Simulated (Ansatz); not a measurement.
```yaml
crystal:
  periodic: [false, false, false]
  atoms:
    - {symbol: Zr, position_ang: [1.338912, 1.462996, 0.046497]}
    - {symbol: Zr, position_ang: [-2.133512, 0.122575, -0.340122]}
    - {symbol: Zr, position_ang: [0.693675, -1.999588, 0.403292]}
    - {symbol: O, position_ang: [-3.554671, 0.073766, 1.000842]}
    - {symbol: O, position_ang: [-2.738773, -0.806360, -1.955433]}
    - {symbol: O, position_ang: [-1.386095, -1.832406, 0.547065]}
    - {symbol: O, position_ang: [-2.098668, 1.924225, -1.071634]}
    - {symbol: O, position_ang: [-0.488044, 0.923506, 1.055094]}
    - {symbol: O, position_ang: [0.883251, -3.216717, 1.939987]}
    - {symbol: O, position_ang: [0.111774, -0.273558, -0.932911]}
    - {symbol: O, position_ang: [1.283078, -3.078907, -1.204428]}
    - {symbol: O, position_ang: [2.083872, -0.589632, 0.850551]}
    - {symbol: O, position_ang: [0.389043, 3.054038, -0.827902]}
    - {symbol: O, position_ang: [2.673354, 1.340882, -1.358633]}
    - {symbol: O, position_ang: [2.179236, 2.237142, 1.635504]}
    - {symbol: H, position_ang: [-4.394222, 0.588646, 1.166087]}
    - {symbol: H, position_ang: [-2.964525, -0.456751, -2.794192]}
    - {symbol: H, position_ang: [-1.989543, -2.286774, 1.153767]}
    - {symbol: H, position_ang: [-1.317614, 2.627518, -1.051125]}
    - {symbol: H, position_ang: [-0.720172, 1.276347, 1.964468]}
    - {symbol: H, position_ang: [1.081302, -3.705506, 2.741943]}
    - {symbol: H, position_ang: [0.240332, -0.429464, -1.883198]}
    - {symbol: H, position_ang: [1.458365, -3.937825, -1.648208]}
    - {symbol: H, position_ang: [2.643800, -0.553508, 1.624427]}
    - {symbol: H, position_ang: [0.702473, 3.598492, -1.515257]}
    - {symbol: H, position_ang: [3.385770, 1.001321, -1.866370]}
    - {symbol: H, position_ang: [2.690010, 2.981916, 2.010140]}
basis:
  gaussian: {orbitals: def2-TZVP, fitting: {mean_field: def2-universal-jkfit}, point_charges: [{charge: 0.50, position_ang: [7.779, 0.392, -0.409]}]}
magnetization: {spin_polarized: false, initial_magnetization: 2}
hamiltonian: {xc: {name: CAM-B3LYP}}
scf: {omitted_lower_state_checks: [starts]}
output: {forces: true}
```

```sh
$ ansatz run in.yaml --threads 2 --pin off --events-out ev --progress --plain --max-ram 32768MiB --backend cuda --devices 0, --max-vram 18GiB
```

It prints (some lines left out):

```
Functional definition: CAM-B3LYP
1905 factors; integrals over basis functions are off by at most 9.1e-1 eV
1905 factors; integrals over basis functions are off by at most 2.3e-6 eV
mean field evaluation 1: about -28568.4805 eV, gradient 1.8e2 eV
mean field evaluation 2: about -28568.4838 eV, gradient 1.8e2 eV
mean field evaluation 4: about -28608.9583 eV, gradient 6.5e1 eV
mean field evaluation 8: about -28617.8964 eV, gradient 2.1e1 eV
mean field evaluation 16: about -28618.9670 eV, gradient 5.8e0 eV
mean field evaluation 32: about -28619.6142 eV, gradient 2.1e-5 eV
mean field -28619.61420739 eV, -1051.7514230502 hartree, gradient 2.2e-6 eV, S^2 2.000000; 0 other end points of the search recorded, 0 dependent functions left out
reference -28619.61447985 eV, -1051.7514330630 hartree; 73, 71 occupied and 491, 493 virtual orbitals, 1905 factors
Total energy: -28619.61447985 eV, -1051.7514330630 hartree
Atom 0 at     1.338912     1.462996     0.046497 Å, force    -0.854412     0.054384     0.216910 eV/Å
Atom 1 at    -2.133512     0.122575    -0.340122 Å, force     0.570958    -4.642619     3.690578 eV/Å
Atom 2 at     0.693675    -1.999588     0.403292 Å, force    -1.560458    -2.182048    -1.102694 eV/Å
Atom 3 at    -3.554671     0.073766     1.000842 Å, force    -2.360683     1.386503     1.171959 eV/Å
Atom 4 at    -2.738773    -0.806360    -1.955433 Å, force     0.262348    -0.547795    -0.779279 eV/Å
Atom 5 at    -1.386095    -1.832406     0.547065 Å, force     0.693578    -0.891175     0.372325 eV/Å
Atom 6 at    -2.098668     1.924225    -1.071634 Å, force     0.973344     5.949179    -2.095283 eV/Å
Atom 7 at    -0.488044     0.923506     1.055094 Å, force    -0.129102     1.291336     1.886250 eV/Å
Atom 8 at     0.883251    -3.216717     1.939987 Å, force     0.298776     0.668894    -0.459927 eV/Å
Atom 9 at     0.111774    -0.273558    -0.932911 Å, force     0.884058     0.142838    -0.789426 eV/Å
Atom 10 at     1.283078    -3.078907    -1.204428 Å, force    -0.080819    -0.057368     0.782677 eV/Å
Atom 11 at     2.083872    -0.589632     0.850551 Å, force     0.152801     0.442130     0.014690 eV/Å
Atom 12 at     0.389043     3.054038    -0.827902 Å, force    -0.911127    -1.304730     1.257692 eV/Å
Atom 13 at     2.673354     1.340882    -1.358633 Å, force    -0.164935     0.311963     0.319612 eV/Å
Atom 14 at     2.179236     2.237142     1.635504 Å, force     0.813421     0.846104     0.338754 eV/Å
Atom 15 at    -4.394222     0.588646     1.166087 Å, force     1.633851    -1.121679    -0.259005 eV/Å
Atom 16 at    -2.964525    -0.456751    -2.794192 Å, force    -0.548402     0.176535    -1.360309 eV/Å
Atom 17 at    -1.989543    -2.286774     1.153767 Å, force     0.293192     0.047374    -0.238995 eV/Å
Atom 18 at    -1.317614     2.627518    -1.051125 Å, force    -0.549535    -0.994358    -0.074673 eV/Å
Atom 19 at    -0.720172     1.276347     1.964468 Å, force     0.436511    -0.623563    -1.756770 eV/Å
Atom 20 at     1.081302    -3.705506     2.741943 Å, force    -0.167462     0.133654    -0.282408 eV/Å
Atom 21 at     0.240332    -0.429464    -1.883198 Å, force     0.078754    -0.077850     0.343109 eV/Å
Atom 22 at     1.458365    -3.937825    -1.648208 Å, force    -0.340672     1.190503     0.733850 eV/Å
Atom 23 at     2.643800    -0.553508     1.624427 Å, force     0.102091     0.072589     0.211692 eV/Å
Atom 24 at     0.702473     3.598492    -1.515257 Å, force     0.623956     0.933204    -1.177314 eV/Å
Atom 25 at     3.385770     1.001321    -1.866370 Å, force     0.520288    -0.325115    -0.554025 eV/Å
Atom 26 at     2.690010     2.981916     2.010140 Å, force    -0.667997    -0.881612    -0.412074 eV/Å
Dipole moment:     0.660280     0.145388     0.174068 e Å
Checks for a lower state left out: starts
```

Hardware: 2 threads of AMD EPYC 7R13 on a shared host and a share (18 GiB) of an NVIDIA H100 80GB HBM3. Wall time 38 s, peak host memory 1.3 GiB.

In the def2 sets Zr takes a core potential; there is no spin–orbit coupling.

With spin_polarized false and unpaired electrons the run is restricted open-shell.
